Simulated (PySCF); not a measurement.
In(OH)3(HOMe), CH7InO4, singlet at its PBE0/def2-SVP optimised geometry (Å):

```
13

In    -1.0375    -1.6088     0.0000
O      1.0052    -1.6088     0.0000
H      1.4091    -2.0692    -0.7437
O     -1.9882    -2.0457    -1.6964
H     -2.9295    -2.1840    -1.5396
O     -1.9081    -1.6435     1.8080
H     -1.2951    -1.9847     2.4695
C     -0.5440     1.4297     1.1235
O     -0.3250     0.5927     0.0000
H     -0.7705     0.8396     2.0263
H     -1.4091     2.0692     0.9017
H      0.3291     2.0754     1.3025
H      0.5662     0.1655     0.0213
```

Method: PBE0/def2-TZVP, def2 effective core potentials past Kr run with PySCF. The core electrons that the potentials of In replace are not part of the density.

Map of the electrostatic potential (hartree/e), clipped to [-0.08, 0.12] on the plane z = 0.6 Å:

```
|--------==========---------|
|------==============-------|
|-----================------|
|----=================------|
|----===++++====+======-----|
|---===+*%@#+++*++=====-----|
|---===+%@@@@%%%#*+====-----|
|----==*@@@@@@@@%*+=====----|
|----==+%@@@@@@@%*++===-----|
|----===*%@@@@@@%*++===-----|
|-----==+*@@@@@@@#*+===-----|
|-----===+%@@@@@@@#+==------|
|-----==++#@@@@@@@#+=-------|
|-----=++*#%@@@@@@*=--------|
|-----=+#@@@@@@@@#=:::::----|
|-----=#@@@@@@@%*=:...:::---|
|-----+%@@@@@@@@%%-  ..::---|
|-----+@@@@@@@@@@@@.  .::---|
|-----+@@@@@@@@@@@@:  .::---|
|-----=#@@@@@@@#%@=  ..::---|
|-----=*@@@@@@@+:.   .:::---|
|------=#@@@@@%=.  ..:::----|
|------=+#@@@%*=:...:::-----|
|------==+*##*+=-:::::------|
|-------==++++==------------|
|-------========------------|
|--------======-------------|
```
Scale: ten equal steps from -0.064 (start of ' ') to 0.120 (end of '@'), in the order ' .:-=+*#%@'; x runs from -4.50 to 4.50, y from -4.50 (bottom) to 4.50 (top).
